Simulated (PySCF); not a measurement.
## Correlation energy of Ne (neon, neutral)

[Ne], closed-shell 1S. All numbers are calculated (PySCF 2.14, the non-relativistic Hamiltonian (point nucleus), in def2-TZVP (5s3p2d1f, 31 functions)). Frozen: 1s2; 8 electrons correlated.

MP2 pair energies summed by pair of shells (mhartree):

```json
{"pair": "2p-2p", "energy": "-187.91", "share (%)": "71.8"}
{"pair": "2s-2p", "energy": "-64.21", "share (%)": "24.5"}
{"pair": "2s-2s", "energy": "-9.51", "share (%)": "3.6"}
```

Total MP2 correlation energy: -261.63 mhartree.

Same-spin part -68.30 and opposite-spin part -193.33 mhartree; SCS-MP2 scales them by 1/3 and 6/5 to -254.76 mhartree.

| level | correlation energy (mhartree) |
| --- | --- |
| CCSD | -264.36 |
| (T) | -3.98 |
| CCSD(T) | -268.34 |

Diagnostics: T1 = 0.0060, D1 = 0.0093, largest double amplitude 0.031.

Task: Is a single reference adequate?

Result: Yes: T1 lies below 0.03 and no double amplitude reaches 0.07.
